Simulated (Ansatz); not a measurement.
Mulliken charges of Br$_{2}$GaH$_{2}$N (`[NH2][Ga]([Br])[Br]`) from B3LYP/def2-TZVPP in Ansatz (PBE0-D4/def2-TZVP geometry).

```csv
atom,x (Å),y (Å),z (Å),charge (e)
N1,-0.288,1.034,-0.141,-0.350
Ga2,0.205,-0.677,0.070,0.530
Br3,-0.624,-2.280,-1.308,-0.240
Br4,1.673,-1.247,1.705,-0.240
H5,0.030,1.774,0.460,0.150
H6,-0.954,1.332,-0.832,0.150
```

Problem. By hand: the dipole of these point charges (1 e Å = 4.8032 D).

Solution. Σ q r = (-0.181, 0.592, -0.065) e Å, of length 0.622 e Å = 2.99 D.

Problem. How does the dipole of the full density compare? (Best estimate.)

Solution. The calculation gave: (-0.152, 0.473, -0.046) e Å, 2.40 D; the point charges give 1.25 times that, at 1° from its direction.

Point charges leave out the atoms' own dipoles, such as those of lone pairs, and Mulliken's split depends on the basis, so the two needn't agree.

B3LYP here is the variant with VWN-RPA as its local correlation; programs differ in this.
